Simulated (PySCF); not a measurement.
**Basis and Hamiltonian dependence of the excitation energy of Cl²⁺**

Cl²⁺ [Ne] 3s2 3p3 (4S) → Cl²⁺ [Ne] 3s2 3p2 4s1 (4P). Calculated with PySCF 2.14 from differences of total energies of unrestricted determinants, without spin-orbit coupling. Values in eV.

```tsv
basis	Hamiltonian	functions	UHF	LDA	PBE0	MP2 (valence)	CCSD(T) (valence)	CCSD(T) (valence and next inner shell)
aug-cc-pV(D+d)Z	non-relativistic	32	21.676	21.584	21.793	21.722	21.591	n/a
aug-cc-pVTZ-DK	spin-free X2C	50	21.612	21.437	21.676	21.763	n/a	n/a
x2c-TZVPPall with one added diffuse shell each of s, p, d type	spin-free X2C	51	21.538	21.383	21.619	21.729	21.626	21.630
def2-TZVPPD	non-relativistic	51	21.603	21.454	21.686	21.797	21.690	21.695
dyall-av3z	spin-free X2C	84	21.562	n/a	n/a	21.692	21.611	n/a
aug-cc-pCVTZ-DK with one added diffuse shell each of s, p, d, f type	spin-free X2C	91	21.536	21.367	21.605	21.714	21.610	21.631
dyall-ae3z	spin-free X2C	102	22.666	n/a	n/a	n/a	n/a	22.655
dyall-acv3z	non-relativistic	113	21.579	21.415	21.644	21.761	21.650	n/a
aug-cc-pwCVQZ	non-relativistic	134	21.581	21.419	21.650	21.797	n/a	n/a
```

Frozen in the all-electron rows: valence: [Ne]; valence and next inner shell: 1s2.

At UHF, dyall-ae3z lies more than 0.3 eV from the median of the rows with comparable relativity. Of these, dyall-ae3z has no diffuse functions of the l that the added or promoted electron needs.
